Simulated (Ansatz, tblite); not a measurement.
Spin states of Li5, each relaxed with PBE/def2-TZVP in Ansatz. Electronic energies in the gas phase.

The xTB rows come from tblite. B3LYP takes the VWN-RPA correlation. HSE06 is defined as in plane-wave codes, on full-range PBE exchange. Correlated methods freeze no core orbitals; core or outer-core shells of Li are correlated, in sets that lack core-valence functions. The structure comes from a short search, and lower isomers may exist.

Doublet geometry:

```xyz
5

Li   -1.305   -0.846    2.048
Li    1.331    0.819   -2.041
Li   -0.327   -1.477   -0.805
Li    1.321    0.419    1.029
Li   -1.020    1.084   -0.230
```

Quartet geometry (D3h within 0.1 Å):

Cartesian coordinates in Å:
```
Li -0.4690 -0.0116 -2.2801
Li 0.4693 0.0121 2.2801
Li -1.5359 0.7751 0.3120
Li 1.4245 0.9692 -0.2982
Li 0.1112 -1.7448 -0.0138
```

⟨S²⟩: doublet 0.99 at PBE0/def2-TZVP (pure 0.75), quartet 3.77 at PBE0/def2-TZVP (pure 3.75).

Run but left out: HF/6-31G, HF/def2-TZVP, HF/def2-TZVPP, r2SCAN/def2-TZVP, LC-ωPBE/def2-TZVP, B2PLYP/def2-TZVP, MP2/def2-TZVP, MP2/def2-TZVPP, CCSD/def2-TZVPP, CCSD(T)/def2-TZVPP (doublet: ⟨S²⟩ 0.96 to 1.74, where a pure state has 0.75).

Only these spin states were relaxed. The quartet has other bonds than the doublet, so the gap mixes isomer and spin.

```
            level  quartet − doublet (kcal/mol)  lowest of these                                  remarks
         GFN1-xTB                           6.1          doublet                                        –
   PBE0/def2-TZVP                           3.2          doublet  spin-contaminated (⟨S²⟩ 0.99) (doublet)
  HSE06/def2-TZVP                           3.0          doublet  spin-contaminated (⟨S²⟩ 0.99) (doublet)
ωB97X-V/def2-TZVP                          10.4          doublet                                        –
RPA@PBE/def2-TZVP                           4.1          doublet  spin-contaminated (⟨S²⟩ 0.92) (doublet)
```

Estimate the rows for GFN2-xTB, PBE/def2-TZVP, B3LYP/6-31G, B3LYP/def2-TZVP.


| level | quartet − doublet (kcal/mol) | lowest of these | remarks |
| --- | --- | --- | --- |
| GFN2-xTB | 7.1 | doublet | – |
| PBE/def2-TZVP | 2.8 | doublet | spin-contaminated (⟨S²⟩ 0.92) (doublet) |
| B3LYP/6-31G | 7.2 | doublet | – |
| B3LYP/def2-TZVP | 7.2 | doublet | – |

The xTB methods have no spin-polarisation term.
